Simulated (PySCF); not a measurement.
Match the calculated data to a structure.

All candidates are C6H12O2.

| technique | computed result |
| --- | --- |
| 13C NMR | chemical shifts (computed TMS as zero) by class: 176.1 (1 C), 66.9 (1 C), 33.3 (1 C), 23.3 (1 C), 23.1 (1 C), 15.3 (1 C) ppm [GIAO PBE0/pcSseg-1] |
| NMR, other nuclei | isotropic shieldings of nuclei other than C and H, by class: -95 (1 O), 114 (1 O) ppm [GIAO PBE0/pcSseg-1] |
| Dipole | 1.76 D [PBE0/pcSseg-1] |
| Rotational structure | rotational constants A, B, C: 5.088, 0.920, 0.849 GHz [GFN2-xTB] |
| 1H NMR | chemical shifts (computed TMS as zero) by class: 4.28 (2 H), 2.08 (3 H), 1.74 (2 H), 1.43 (2 H), 1.01 (3 H) ppm [GIAO PBE0/pcSseg-1] |

The electronic properties come from PySCF, for the isolated species, density fitting. Levels stand in brackets. Geometry: GFN2-xTB, one conformer, isolated molecule. Each NMR value is the plain mean over a class of atoms that symmetry, rotation or inversion makes alike.

Question: Which candidate is it?
A. `C=C(C)COCOC`
B. `CC(C)[C@H](C)OC=O`
C. `CC(C)OC[C@@H]1CO1`
D. `CC(=O)OCC(C)C`
E. `CCCCOC(C)=O`

Answer: E. It is `CCCCOC(C)=O`. Numbering: `[CH3:1][CH2:2][CH2:3][CH2:4][O:5][C:6]([CH3:7])=[O:8]`. Its formula, C6H12O2, gives 1 degree of unsaturation: 0 rings and 1 π bond in the structure found. 6 carbons fall into 6 classes; from least to most shielded: ester carbonyl carbon [C6] (176.1 ppm), sp3 carbon bound to oxygen [C4] (66.9 ppm), chain CH2 carbon [C3] (33.3 ppm), chain CH2 carbon [C2] (23.3 ppm), methyl carbon next to a carbonyl [C7] (23.1 ppm), methyl carbon [C1] (15.3 ppm). Hydrogen classes from least to most shielded: 2 H on an sp3 carbon bound to oxygen, C4 (4.28 ppm, a mean of values up to 1.6 ppm apart in this geometry), 3 H on a methyl carbon next to a carbonyl, C7 (2.08 ppm), 2 H on a chain CH2 carbon, C3 (1.74 ppm), 2 H on a chain CH2 carbon, C2 (1.43 ppm), 3 H on a methyl carbon, C1 (1.01 ppm). The other shieldings belong to: -95 ppm, ester carbonyl oxygen [O8]; 114 ppm, ester single-bonded oxygen [O5]. The optimised geometry has point group C1 and is an asymmetric top.

The others, at the same levels:
- `CC(C)[C@H](C)OC=O` fails: its computed 13C shifts are 165.6 (1 C), 75.7 (1 C), 37.1 (1 C), 22.7 (1 C), 20.2 (1 C), 16.0 (1 C) ppm, 1H shifts are 8.18 (1 H), 5.08 (1 H), 1.57 (1 H), 1.36 (3 H), 1.08 (3 H), 1.07 (3 H) ppm and rotational constant A is 3.150 GHz (against 5.088 GHz).
- `CC(C)OC[C@@H]1CO1` fails: its computed 13C shifts are 76.7 (1 C), 75.6 (1 C), 49.0 (1 C), 44.4 (1 C), 26.3 (1 C), 21.1 (1 C) ppm and 1H shifts are 4.53 (1 H), 3.49 (1 H), 2.83 (1 H), 2.57 (1 H), 2.56 (1 H), 2.28 (1 H), 1.22 (3 H), 1.19 (3 H) ppm.
- `C=C(C)COCOC` fails: its computed 13C shifts are 148.7 (1 C), 115.0 (1 C), 100.3 (1 C), 74.3 (1 C), 56.7 (1 C), 22.6 (1 C) ppm, 1H shifts are 5.59 (1 H), 5.29 (1 H), 4.96 (2 H), 4.02 (2 H), 3.51 (3 H), 1.81 (3 H) ppm and rotational constant A is 4.343 GHz (against 5.088 GHz).
- `CC(=O)OCC(C)C` fails: it has 5 carbon classes against 6; its computed 13C shifts are 176.1 (1 C), 73.7 (1 C), 31.4 (1 C), 23.6 (1 C), 20.7 (2 C) ppm, 1H shifts are 3.97 (2 H), 2.09 (3 H), 1.98 (1 H), 0.92 (6 H) ppm and rotational constant A is 3.988 GHz (against 5.088 GHz).

Each candidate is one conformer, not necessarily the lowest. The conformers computed, where there is a choice (atom-mapped SMILES and torsion angles):
- `[CH3:1][CH2:2][CH2:3][CH2:4][O:5][C:6]([CH3:7])=[O:8]`: C1–C2–C3–C4 65°, C2–C3–C4–O5 172°, C3–C4–O5–C6 85°, C4–O5–C6–C7 180°
- `[CH3:1][CH:2]([CH3:3])[C@H:4]([CH3:5])[O:6][CH:7]=[O:8]`: C1–C2–C4–C5 -174°, C2–C4–O6–C7 -150°, C4–O6–C7–O8 0°
- `[CH3:1][CH:2]([CH3:3])[O:4][CH2:5][C@@H:6]1[CH2:7][O:8]1`: C1–C2–O4–C5 -163°, C2–O4–C5–C6 175°, O4–C5–C6–C7 -86°
- `[CH2:1]=[C:2]([CH3:3])[CH2:4][O:5][CH2:6][O:7][CH3:8]`: C1–C2–C4–O5 0°, C2–C4–O5–C6 -179°, C4–O5–C6–O7 -67°, O5–C6–O7–C8 -67°
- `[CH3:1][C:2](=[O:3])[O:4][CH2:5][CH:6]([CH3:7])[CH3:8]`: C1–C2–O4–C5 -178°, C2–O4–C5–C6 82°, O4–C5–C6–C7 62°
